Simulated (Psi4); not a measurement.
Input for Psi4: SAPT0/jun-cc-pV(D+d)Z on CH7NO (a complex), monomers drawn apart or pushed together.

```
memory 2025 MB

molecule dimer {
0 1
N     0.02239654   -0.12360419    0.07607623
H    -0.34487830   -0.95889678   -0.36566199
H    -0.35936962    0.67723099   -0.41445862
H     1.02652710   -0.11891398   -0.06257785
--
0 1
C     0.29223109    0.02360123    3.96481944
O    -0.85946520   -0.04586272    3.15358356
H     0.94886784   -0.84808349    3.83871637
H    -0.03360271    0.04909854    5.00560808
H     0.88622164    0.92817210    3.77557188
H    -0.57545124   -0.06839438    2.21955484
units angstrom
symmetry c1
no_reorient
no_com
}

set {
  basis jun-cc-pV(D+d)Z
  scf_type df
  freeze_core true
}

energy('sapt0')
```

Output:

```
[...]
==> Input File <==

--------------------------------------------------------------------------
memory 2025 MB

molecule dimer {
0 1
N     0.02239654   -0.12360419    0.07607623
H    -0.34487830   -0.95889678   -0.36566199
H    -0.35936962    0.67723099   -0.41445862
H     1.02652710   -0.11891398   -0.06257785
--
0 1
C     0.29223109    0.02360123    3.96481944
O    -0.85946520   -0.04586272    3.15358356
H     0.94886784   -0.84808349    3.83871637
H    -0.03360271    0.04909854    5.00560808
H     0.88622164    0.92817210    3.77557188
H    -0.57545124   -0.06839438    2.21955484
units angstrom
symmetry c1
no_reorient
no_com
}

set {
  basis jun-cc-pV(D+d)Z
  scf_type df
  freeze_core true
}

energy('sapt0')
--------------------------------------------------------------------------


   => Loading Basis Set <=

    Name: JUN-CC-PV(D+D)Z
    Role: ORBITAL
    Keyword: BASIS
    atoms 1         entry N          line   222 file jun-cc-pv_dpd_z.gbs
    atoms 2-4, 7-10 entry H          line    60 file jun-cc-pv_dpd_z.gbs
    atoms 5         entry C          line   188 file jun-cc-pv_dpd_z.gbs
    atoms 6         entry O          line   256 file jun-cc-pv_dpd_z.gbs

   => Loading Basis Set <=

    Name: JUN-CC-PV(D+D)Z
    Role: ORBITAL
    Keyword: BASIS
    atoms 1         entry N          line   222 file jun-cc-pv_dpd_z.gbs
    atoms 2-4, 7-10 entry H          line    60 file jun-cc-pv_dpd_z.gbs
    atoms 5         entry C          line   188 file jun-cc-pv_dpd_z.gbs
    atoms 6         entry O          line   256 file jun-cc-pv_dpd_z.gbs


  //>>>>>>>>>>>>>>>>>>>>>>>>>>>>>>>>>>>//
  //              Dimer HF             //
  //<<<<<<<<<<<<<<<<<<<<<<<<<<<<<<<<<<<//

   => Libint2 <=

    Primary   basis highest AM E, G, H:  7, 6, 3
    Auxiliary basis highest AM E, G, H:  7, 7, 4
    Onebody   basis highest AM E, G, H:  -, -, -
    Solid Harmonics ordering:            Gaussian


   => Loading Basis Set <=

    Name: JUN-CC-PV(D+D)Z
    Role: ORBITAL
    Keyword: BASIS
    atoms 1         entry N          line   222 file jun-cc-pv_dpd_z.gbs
    atoms 2-4, 7-10 entry H          line    60 file jun-cc-pv_dpd_z.gbs
    atoms 5         entry C          line   188 file jun-cc-pv_dpd_z.gbs
    atoms 6         entry O          line   256 file jun-cc-pv_dpd_z.gbs


         ---------------------------------------------------------
                                   SCF
               by Justin Turney, Rob Parrish, Andy Simmonett
                          and Daniel G. A. Smith
                              RHF Reference
                        1 Threads,   1931 MiB Core
         ---------------------------------------------------------

  ==> Geometry <==

    Molecular point group: c1
    Full point group: C1

    Geometry (in Angstrom), charge = 0, multiplicity = 1:

       Center              X                  Y                   Z               Mass
    ------------   -----------------  -----------------  -----------------  -----------------
         N            0.022396540000    -0.123604190000     0.076076230000    14.003074004430
         H           -0.344878300000    -0.958896780000    -0.365661990000     1.007825032230
         H           -0.359369620000     0.677230990000    -0.414458620000     1.007825032230
         H            1.026527100000    -0.118913980000    -0.062577850000     1.007825032230
         C            0.292231090000     0.023601230000     3.964819440000    12.000000000000
         O           -0.859465200000    -0.045862720000     3.153583560000    15.994914619570
         H            0.948867840000    -0.848083490000     3.838716370000     1.007825032230
         H           -0.033602710000     0.049098540000     5.005608080000     1.007825032230
         H            0.886221640000     0.928172100000     3.775571880000     1.007825032230
         H           -0.575451240000    -0.068394380000     2.219554840000     1.007825032230

  Running in c1 symmetry.

  Rotational constants: A =      0.93513  B =      0.04090  C =      0.03978 [cm^-1]
  Rotational constants: A =  28034.40419  B =   1226.11440  C =   1192.58878 [MHz]
  Nuclear repulsion =   78.736324414415549

  Charge       = 0
  Multiplicity = 1
  Electrons    = 28
  Nalpha       = 14
  Nbeta        = 14

  ==> Algorithm <==

  SCF Algorithm Type is DF.
  DIIS enabled.
  MOM disabled.
  Fractional occupation disabled.
  Guess Type is SAD.
  Energy threshold   = 1.00e-08
  Density threshold  = 1.00e-08
  Integral threshold = 1.00e-12

  ==> Primary Basis <==

  Basis Set: JUN-CC-PV(D+D)Z
    Blend: JUN-CC-PV(D+D)Z
    Number of shells: 45
    Number of basis functions: 89
    Number of Cartesian functions: 92
    Spherical Harmonics?: true
    Max angular momentum: 2

   => Loading Basis Set <=

    Name: (JUN-CC-PV(D+D)Z AUX)
    Role: JKFIT
    Keyword: DF_BASIS_SCF
    atoms 1         entry N          line   202 file jun-cc-pvdz-jkfit.gbs
    atoms 2-4, 7-10 entry H          line    70 file jun-cc-pvdz-jkfit.gbs
  
[...]
:  -115.05641797876223

   => Energetics <=

    Nuclear Repulsion Energy =             40.3227988182699590
    One-Electron Energy =                -236.7660383196103453
    Two-Electron Energy =                  81.3868215225781455
    Total Energy =                       -115.0564179787622265

Computation Completed


Properties will be evaluated at   0.000000,   0.000000,   0.000000 [a0]

Properties computed using the SCF density matrix


 Multipole Moments:

 ------------------------------------------------------------------------------------
     Multipole            Electronic (a.u.)      Nuclear  (a.u.)        Total (a.u.)
 ------------------------------------------------------------------------------------

 L = 1.  Multiply by 2.5417464519 to convert [e a0] to [Debye]
 Dipole X            :          8.0929194           -7.3629390            0.7299803
 Dipole Y            :          0.3284427           -0.3108630            0.0175797
 Dipole Z            :       -120.9156077          120.6723098           -0.2432979
 Magnitude           :                                                    0.7696585

 ------------------------------------------------------------------------------------

  Constructing Basis Sets for SAPT...

   => Loading Basis Set <=

    Name: (JUN-CC-PV(D+D)Z AUX)
    Role: RIFIT
    Keyword: DF_BASIS_SAPT
    atoms 1         entry N          line   144 file jun-cc-pvdz-ri.gbs
    atoms 2-4, 7-10 entry H          line    30 file jun-cc-pvdz-ri.gbs
    atoms 5         entry C          line   100 file jun-cc-pvdz-ri.gbs
    atoms 6         entry O          line   188 file jun-cc-pvdz-ri.gbs

   => Loading Basis Set <=

    Name: (JUN-CC-PV(D+D)Z AUX)
    Role: JKFIT
    Keyword: DF_BASIS_ELST
    atoms 1         entry N          line   202 file jun-cc-pvdz-jkfit.gbs
    atoms 2-4, 7-10 entry H          line    70 file jun-cc-pvdz-jkfit.gbs
    atoms 5         entry C          line   146 file jun-cc-pvdz-jkfit.gbs
    atoms 6         entry O          line   258 file jun-cc-pvdz-jkfit.gbs


  //>>>>>>>>>>>>>>>>>>>>>>>>>>>>>>>>>>>//
  //               SAPT0               //
  //<<<<<<<<<<<<<<<<<<<<<<<<<<<<<<<<<<<//



        SAPT0
    Ed Hohenstein
     6 June 2009

      Orbital Information
  --------------------------
    NSO        =        89
    NMO        =        89
    NRI        =       293
    NRI (Elst) =       398
    NOCC A     =         5
    NOCC B     =         9
    FOCC A     =         1
    FOCC B     =         2
    NVIR A     =        84
    NVIR B     =        80

    Elst10,r            =    -0.012715613602 [Eh]
    Exch10              =     0.007878906384 [Eh]
    Exch10 (S^2)        =     0.007830819242 [Eh]

    Maxiter = 50
    CPHF R converge = 1.000000E-08

    Iter     Energy [mEh]          dE [mEh]         Residual      Time [s]
       1      -2.28410488       2.284104883     8.370222e-03             0
       2      -2.97817469       0.694069811     2.333726e-03             0
       3      -2.99505879       0.016884099     7.285702e-04             0
       4      -2.98320484      -0.011853953     1.702214e-04             0
       5      -2.98228466      -0.000920176     3.757696e-05             0
       6      -2.98294745       0.000662782     5.151178e-06             0
       7      -2.98287329      -0.000074158     9.744959e-07             0
       8      -2.98288186       0.000008572     2.425002e-07             0
       9      -2.98288081      -0.000001054     4.088417e-08             0
      10      -2.98288075      -0.000000059     6.437505e-09             0

    CHF Iterations converged

    Maxiter = 50
    CPHF R converge = 1.000000E-08

    Iter     Energy [mEh]          dE [mEh]         Residual      Time [s]
       1      -0.81818916       0.818189163     5.402977e-03             0
       2      -0.96051070       0.142321532     2.270823e-03             0
       3      -0.98887432       0.028363627     6.912927e-04             0
       4      -0.98698067      -0.001893653     1.962753e-04             0
       5      -0.98426102      -0.002719651     3.638182e-05             0
       6      -0.98438536       0.000124341     1.231568e-05             0
       7      -0.98452330       0.000137939     2.173917e-06             0
       8      -0.98450052      -0.000022779     3.702678e-07             0
       9      -0.98450252       0.000002005     5.502869e-08             0
      10      -0.98450241      -0.000000117     1.046039e-08             0
      11      -0.98450241       0.000000001     1.758517e-09             0

    CHF Iterations converged

    Ind20,r (A<-B)      =    -0.002982880747 [Eh]
    Ind20,r (B<-A)      =    -0.000984502408 [Eh]
    Ind20,r             =    -0.003967383155 [Eh]
    Exch-Ind20,r (A<-B) =     0.001822607953 [Eh]
    Exch-Ind20,r (B<-A) =     0.000252143021 [Eh]
    Exch-Ind20,r        =     0.002074750975 [Eh]
    Disp20              =    -0.002541258263 [Eh]
    Disp20 (SS)         =    -0.001270629131 [Eh]
    Disp20 (OS)         =    -0.001270629131 [Eh]
    Exch-Disp20         =     0.000487955396 [Eh]
    Exch-Disp20 (SS)    =     0.000281939978 [Eh]
    Exch-Disp20 (OS)    =     0.000206015418 [Eh]

    SAPT Results
  --------------------------------------------------------------------------------------------------------
    Electrostatics                -12.71561360 [mEh]      -7.97916800 [kcal/mol]     -33.38483891 [kJ/mol]
      Elst10,r                    -12.71561360 [mEh]      -7.97916800 [kcal/mol]     -33.38483891 [kJ/mol]

    Exchange                        7.87890638 [mEh]       4.94408840 [kcal/mol]      20.68606586 [kJ/mol]
      Exch10                        7.87890638 [mEh]       4.94408840 [kcal/mol]      20.68606586 [kJ/mol]
      Exch10(S^2)                   7.83081924 [mEh]       4.91391326 [kcal/mol]      20.55981309 [kJ/mol]

    Induction                      -3.03230702 [mEh]      -1.90280138 [kcal/mol]      -7.96132099 [kJ/mol]
      Ind20,r                      -3.96738316 [mEh]      -2.48957052 [kcal/mol]     -10.41636304 [kJ/mol]
      Exch-Ind20,r                  2.07475097 [mEh]       1.30192589 [kcal/mol]       5.44725793 [kJ/mol]
      delta HF,r (2)               -1.13967484 [mEh]      -0.71515676 [kcal/mol]      -2.99221589 [kJ/mol]

    Dispersion                     -2.05330287 [mEh]      -1.28846700 [kcal/mol]      -5.39094593 [kJ/mol]
      Disp20                       -2.54125826 [mEh]      -1.59466364 [kcal/mol]      -6.67207265 [kJ/mol]
      Exch-Disp20                   0.48795540 [mEh]       0.30619663 [kcal/mol]       1.28112672 [kJ/mol]
      Disp20 (SS)                  -1.27062913 [mEh]      -0.79733182 [kcal/mol]      -3.33603633 [kJ/mol]
      Disp20 (OS)                  -1.27062913 [mEh]      -0.79733182 [kcal/mol]      -3.33603633 [kJ/mol]
      Exch-Disp20 (SS)              0.28193998 [mEh]       0.17692001 [kcal/mol]       0.74023331 [kJ/mol]
      Exch-Disp20 (OS)              0.20601542 [mEh]       0.12927663 [kcal/mol]       0.54089341 [kJ/mol]

  Total HF                         -7.86901424 [mEh]      -4.93788099 [kcal/mol]     -20.66009404 [kJ/mol]
  Total SAPT0                      -9.92231711 [mEh]      -6.22634799 [kcal/mol]     -26.05103998 [kJ/mol]

  Special recipe for scaled SAPT0 (see Manual):
    Electrostatics sSAPT0         -12.71561360 [mEh]      -7.97916800 [kcal/mol]     -33.38483891 [kJ/mol]
    Exchange sSAPT0                 7.87890638 [mEh]       4.94408840 [kcal/mol]      20.68606586 [kJ/mol]
    Induction sSAPT0               -2.99385022 [mEh]      -1.87866938 [kcal/mol]      -7.86035267 [kJ/mol]
    Dispersion sSAPT0              -2.04425831 [mEh]      -1.28279146 [kcal/mol]      -5.36719945 [kJ/mol]
  Total sSAPT0                     -9.87481575 [mEh]      -6.19654043 [kcal/mol]     -25.92632518 [kJ/mol]
  --------------------------------------------------------------------------------------------------------



*** Psi4 exiting successfully. Buy a developer a beer!
```

The run finished.

Cost: roughly 7 core-seconds.
